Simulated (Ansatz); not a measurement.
Reactions of `C=C=[CH][ZnH]`.

Calculated with Ansatz (gas phase, PBE0-D4/def2-TZVP geometries, no zero-point term in ΔE). CBS: MP2 limit from def2 TZ/QZ plus the TZ coupled-cluster correction, frozen cores. This one scheme is used for every species. Functionals use def2-TZVPP. For Zn outer-core shells are correlated without core-valence functions, which leaves a few kJ/mol of doubt a bond. Scalar relativity is left out up to krypton.

| reaction | PBE0-D4 (kJ/mol) |
| --- | --- |
| `C=C=[CH][ZnH]` + HCl → `C=C=CCl` + `[ZnH2]` | 81 |
| `C=C=[CH][ZnH]` + CH₃OH → `C[O][ZnH]` + `C=C=C` | -22 |
| `C=C=[CH][ZnH]` + H–F → `[F][ZnH]` + `C=C=C` | -69 |
| `C=C=[CH][ZnH]` + `BS` → `B[S][ZnH]` + `C=C=C` | -81 |
| `C=C=[CH][ZnH]` + CH₃NH₂ → `C[NH][ZnH]` + `C=C=C` | 4 |

**Question.** Give the CCSD(T)/CBS values in the same order. (An estimate is asked.)

**Answer.** Ansatz gave: 88, -29, -75, -84, -2 kJ/mol.

Largest T1 diagnostic: 0.018, for `[F][ZnH]`.
